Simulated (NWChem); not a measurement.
System: AsH$_{2}$, doublet; SMILES [AsH2]

The following NWChem deck was run.

```
start job
memory heap 200 mb stack 900 mb global 1100 mb
geometry units angstroms
  As     0.000000     0.000000     0.073623
  H      0.000000    -1.093383    -1.019299
  H      0.000000     1.093383    -1.019299
end
basis spherical
  * library def2-tzvpd
end
dft
  odft
  mult 2
  xc xpbe96 cpbe96
  iterations 150
end
driver
  maxiter 120
end
task dft optimize
task dft freq
```

Output (shortened):

```
             Northwest Computational Chemistry Package (NWChem) 7.3.0
             --------------------------------------------------------

 C2V symmetry detected

                             Geometry "geometry" -> ""
                             -------------------------

 Output coordinates in angstroms (scale by  1.889725989 to convert to a.u.)

  No.       Tag          Charge          X              Y              Z
 ---- ---------------- ---------- -------------- -------------- --------------
    1 As                  33.0000     0.00000000     0.00000000     0.06245269
    2 H                    1.0000     1.09338300     0.00000000    -1.03046931
    3 H                    1.0000    -1.09338300     0.00000000    -1.03046931

 Effective nuclear repulsion energy (a.u.)      22.8337130427

      Symmetry information
      --------------------

 Group name             C2v
 Group number             16
 Group order               4
 No. of unique centers     2

                                Z-matrix (autoz)
                                --------

 Units are Angstrom for bonds and degrees for angles

      Type          Name      I     J     K     L     M      Value
      ----------- --------  ----- ----- ----- ----- ----- ----------
    1 Stretch                  1     2                       1.54595
    2 Stretch                  1     3                       1.54595
    3 Bend                     2     1     3                90.02416

  pbe96 is a nonlocal functional; adding pw91lda local functional.

                           NWChem Geometry Optimization
                           ----------------------------

 maximum gradient threshold         (gmax) =   0.000450
 rms gradient threshold             (grms) =   0.000300
 maximum cartesian step threshold   (xmax) =   0.001800
 rms cartesian step threshold       (xrms) =   0.001200
 fixed trust radius                (trust) =   0.300000
 source of zmatrix                         =   autoz

          -------------------
          Energy Minimization
          -------------------

 Using diagonal initial Hessian
 Scaling for Hessian diagonals: bonds = 1.00  angles = 0.25  torsions = 0.10

          --------
          Step   0

                                 NWChem DFT Module
                                 -----------------

 Summary of "ao basis" -> "ao basis" (spherical)
 ------------------------------------------------------------------------------
       Tag                 Description            Shells   Functions and Types
 ---------------- ------------------------------  ------  ---------------------
 As                        def2-tzvpd               18       54   7s5p5d1f
 H                         def2-tzvpd                5        9   3s2p

      Symmetry analysis of basis
      --------------------------

        a1         31
        a2          8
        b1         19
        b2         14

            General Information
            -------------------
          SCF calculation type: DFT
          Wavefunction type:  spin polarized.
          No. of atoms     :     3
          No. of electrons :    35
           Alpha electrons :    18
            Beta electrons :    17
          Charge           :     0
          Spin multiplicity:     2
          Use of symmetry is: on ; symmetry adaption is: on
          Maximum number of iterations: 150
          AO basis - number of functions:    72
                     number of shells:    28
          Convergence on energy requested:  1.00D-06
          Convergence on density requested:  1.00D-05
          Convergence on gradient requested:  5.00D-04

              XC Information
              --------------
          PerdewBurkeErnzerhof Exchange Functional  1.000
            Perdew 1991 LDA Correlation Functional  1.000 local
           PerdewBurkeErnz. Correlation Functional  1.000 non-local

             Grid Information
             ----------------
          Grid used for XC integration:  medium
          Radial quadrature: Mura-Knowles
          Angular quadrature: Lebedev.
          Tag              B.-S. Rad. Rad. Pts. Rad. Cut. Ang. Pts.
          ---              ---------- --------- --------- ---------
          As                  1.15      112           8.0       590
          H                   0.35       45           8.0       434
          Grid pruning is: on
          Number of quadrature shells:   157
          Spatial weights used:  Erf1

      Superposition of Atomic Density Guess
      -------------------------------------

 Sum of atomic energies:       -2235.13717410

      Non-variational initial energy
      ------------------------------

 Total energy =   -2235.141928
 1-e energy   =   -3160.710364
 2-e energy   =     902.734723
 HOMO         =      -0.179997
 LUMO         =       0.061489

   Symmetry analysis of molecular orbitals - initial alpha
   -------------------------------------------------------

  Numbering of irreducible representations:

     1 a1          2 a2          3 b1          4 b2

  Orbital symmetries:

     1 a1          2 a1          3 b1          4 a1          5 b2
     6 a1          7 b1          8 a1          9 b2         10 b1
    11 a1         12 a1         13 a2         14 b2         15 a1
    16 b1         17 a1         18 b2         19 a1         20 b1
    21 a1         22 a1         23 a2         24 b2         25 b1
    26 a1         27 b1         28 a1

   Symmetry analysis of molecular orbitals - initial beta
   ------------------------------------------------------

  Numbering of irreducible representations:

     1 a1          2 a2          3 b1          4 b2

  Orbital symmetries:

     1 a1          2 a1          3 b1          4 a1          5 b2
     6 a1          7 b1          8 a1          9 b2         10 b1
    11 a1         12 a1         13 a2         14 b2         15 a1
    16 b1         17 a1         18 b2         19 a1         20 b1
    21 a1         22 a1         23 a2         24 b2         25 b1
    26 a1         27 b1         28 a1

   convergence    iter        energy       DeltaE   RMS-Dens  Diis-err
 ---------------- ----- ----------------- --------- --------- ---------
 d= 0,ls=0.0,diis     1  -2236.6724702679 -2.26D+03  3.47D-03  1.40D-01
                                                     2.63D-03  1.34D-01
 d= 0,ls=0.0,diis     2  -2236.6905787222 -1.81D-02  1.25D-03  1.74D-02
                                                     1.25D-03  1.82D-02
 d= 0,ls=0.0,diis     3  -2236.6938316176 -3.25D-03  3.34D-04  3.93D-03
                                                     3.25D-04  3.76D-03
 d= 0,ls=0.0,diis     4  -2236.6943594644 -5.28D-04  1.68D-04  1.95D-04
                                                     1.39D-04  1.70D-04
 d= 0,ls=0.0,diis     5  -2236.6944386156 -7.92D-05  1.31D-05  7.02D-07
                                                     2.43D-05  1.54D-06
 d= 0,ls=0.0,diis     6  -2236.6944395200 -9.04D-07  8.07D-06  2.12D-07
                                                     5.11D-06  1.10D-07

         Total DFT energy =    -2236.694439519963
      One electron energy =    -3160.423726814928
           Coulomb energy =      984.278528000194
    Exchange-Corr. energy =      -83.382953747969
 Nuclear repulsion energy =       22.833713042741

 Numeric. integr. density =       35.000016019317

                  Occupations of the irreducible representations
                  ----------------------------------------------

                     irrep           alpha         beta
                     --------     --------     --------
                     a1                9.0          9.0
                     a2                1.0          1.0
                     b1                4.0          4.0
                     b2                4.0          3.0

                    DFT Final Alpha Molecular Orbital Analysis
                    ------------------------------------------

 Vector   16  Occ=1.000000D+00  E=-3.283682D-01  Symmetry=b1
              MO Center=  1.9D-17,  1.8D-15, -5.7D-01, r^2= 2.0D+00
   Bfn.  Coefficient  Atom+Function         Bfn.  Coefficient  Atom+Function
  ----- ------------  ---------------      ----- ------------  ---------------
    17      0.369731  1 As px                20      0.277325  1 As px
    11     -0.228756  1 As px                56      0.216402  2 H  s
    65     -0.216402  3 H  s                 55      0.134063  2 H  s
    64     -0.134063  3 H  s                  8      0.071544  1 As px
    26     -0.065483  1 As d  1              14      0.057985  1 As px

 Vector   17  Occ=1.000000D+00  E=-2.750647D-01  Symmetry=a1
              MO Center= -1.9D-14, -1.2D-15,  1.2D-02, r^2= 2.2D+00
   Bfn.  Coefficient  Atom+Function         Bfn.  Coefficient  Atom+Function
  ----- ------------  ---------------      ----- ------------  ---------------
    19      0.396324  1 As pz                22      0.308354  1 As pz
     5      0.296206  1 As s                  6      0.278288  1 As s
    13     -0.242304  1 As pz                56     -0.165506  2 H  s
    65     -0.165506  3 H  s                  4     -0.146945  1 As s
     3     -0.110586  1 As s                 55     -0.097913  2 H  s

 Vector   18  Occ=1.000000D+00  E=-2.099074D-01  Symmetry=b2
              MO Center= -9.0D-16,  5.6D-15,  1.3D-03, r^2= 2.1D+00
   Bfn.  Coefficient  Atom+Function         Bfn.  Coefficient  Atom+Function
  ----- ------------  ---------------      ----- ------------  ---------------
    18      0.539998  1 As py                21      0.494359  1 As py
    12     -0.305113  1 As py                 9      0.094925  1 As py
    15      0.074969  1 As py

[...]

      ----------------------
      Optimization converged
      ----------------------

  Step       Energy      Delta E   Gmax     Grms     Xrms     Xmax
  ---- ---------------- -------- -------- -------- -------- --------
@    2   -2236.69445749 -7.2D-08  0.00002  0.00001  0.00025  0.00041
                                     ok       ok       ok       ok

                                Z-matrix (autoz)
                                --------

 Units are Angstrom for bonds and degrees for angles

      Type          Name      I     J     K     L     M      Value     Gradient
      ----------- --------  ----- ----- ----- ----- ----- ---------- ----------
    1 Stretch                  1     2                       1.54071   -0.00000
    2 Stretch                  1     3                       1.54071   -0.00000
    3 Bend                     2     1     3                90.05786   -0.00002

                         Geometry "geometry" -> "geometry"
                         ---------------------------------

 Output coordinates in angstroms (scale by  1.889725989 to convert to a.u.)

  No.       Tag          Charge          X              Y              Z
 ---- ---------------- ---------- -------------- -------------- --------------
    1 As                  33.0000     0.00000000     0.00000000     0.05976726
    2 H                    1.0000     1.08999400     0.00000000    -1.02912660
    3 H                    1.0000    -1.08999400     0.00000000    -1.02912660

 Effective nuclear repulsion energy (a.u.)      22.9113673230

      Symmetry information
      --------------------

 Group name             C2v
 Group number             16
 Group order               4
 No. of unique centers     2

                Final and change from initial internal coordinates
                --------------------------------------------------

                                Z-matrix (autoz)
                                --------

 Units are Angstrom for bonds and degrees for angles

      Type          Name      I     J     K     L     M      Value       Change
      ----------- --------  ----- ----- ----- ----- ----- ---------- ----------
    1 Stretch                  1     2                       1.54071   -0.00524
    2 Stretch                  1     3                       1.54071   -0.00524
    3 Bend                     2     1     3                90.05786    0.03370

 ==============================================================================
                                internuclear distances
 ------------------------------------------------------------------------------
       center one      |      center two      | atomic units |  angstroms
 ------------------------------------------------------------------------------
    2 H                |   1 As               |     2.91151  |     1.54071
    3 H                |   1 As               |     2.91151  |     1.54071
 ------------------------------------------------------------------------------
                         number of included internuclear distances:          2
 ==============================================================================

[second-derivative integrals and response iterations left out]

  Vibrational analysis via the FX method

  See chapter 2 in "Molecular Vibrations" by Wilson, Decius and Cross

  Vib: Default input used

 ---------------------------- Atom information ----------------------------
     atom    #        X              Y              Z            mass
 --------------------------------------------------------------------------
    As       1  0.0000000D+00  0.0000000D+00  1.1294375D-01  7.4921600D+01
    H        2  2.0597900D+00  0.0000000D+00 -1.9447673D+00  1.0078250D+00
    H        3 -2.0597900D+00  0.0000000D+00 -1.9447673D+00  1.0078250D+00
 --------------------------------------------------------------------------

[unprojected Hessian and modes left out]

        Vibrational analysis via the FX method
  --- with translations and rotations projected out ---
  --- via the Eckart algorithm                      ---
 Projected Nuclear Hessian trans-rot subspace norm:1.1194D-33
                         (should be close to zero!)

[projected Hessian left out]

 Rotational Constants
 --------------------
 A=   7.243417 cm-1  ( 10.421428 K)
 B=   7.039418 cm-1  ( 10.127926 K)
 C=   3.569980 cm-1  (  5.136290 K)

 Temperature                      =   298.15K
 frequency scaling parameter      =   1.0000

 Zero-Point correction to Energy  =    7.431 kcal/mol  (  0.011842 au)
 Thermal correction to Energy     =    9.234 kcal/mol  (  0.014716 au)
 Thermal correction to Enthalpy   =    9.827 kcal/mol  (  0.015660 au)

 Total Entropy                    =   52.492 cal/mol-K
   - Translational                =   38.919 cal/mol-K (mol. weight =  76.9372)
   - Rotational                   =   13.463 cal/mol-K (symmetry #  =        2)
   - Vibrational                  =    0.109 cal/mol-K

 Cv (constant volume heat capacity) =    6.391 cal/mol-K
   - Translational                  =    2.979 cal/mol-K
   - Rotational                     =    2.979 cal/mol-K
   - Vibrational                    =    0.432 cal/mol-K

[normal modes left out]

 ----------------------------------------------------------------------------
 Normal Eigenvalue ||           Projected Infra Red Intensities
  Mode   [cm**-1]  || [atomic units] [(debye/angs)**2] [(KM/mol)] [arbitrary]
 ------ ---------- || -------------- ----------------- ---------- -----------
    1       -0.000 ||    0.000324           0.007         0.315       0.133
    2        0.000 ||    0.000017           0.000         0.017       0.007
    3        0.000 ||    0.000324           0.007         0.316       0.133
    4        0.000 ||    0.000324           0.007         0.316       0.133
    5        0.000 ||    0.000001           0.000         0.001       0.000
    6        0.000 ||    0.000004           0.000         0.004       0.002
    7      964.776 ||    0.016577           0.382        16.160       6.801
    8     2110.870 ||    0.096938           2.236        94.500      39.769
    9     2124.813 ||    0.104866           2.419       102.229      43.022
 ----------------------------------------------------------------------------
```

Level: PBE/def2-TZVPD, spin-unrestricted. In the optimisation the excess spin sits in b1 (C2v, its own frame). No stability test was run on the SCF state.
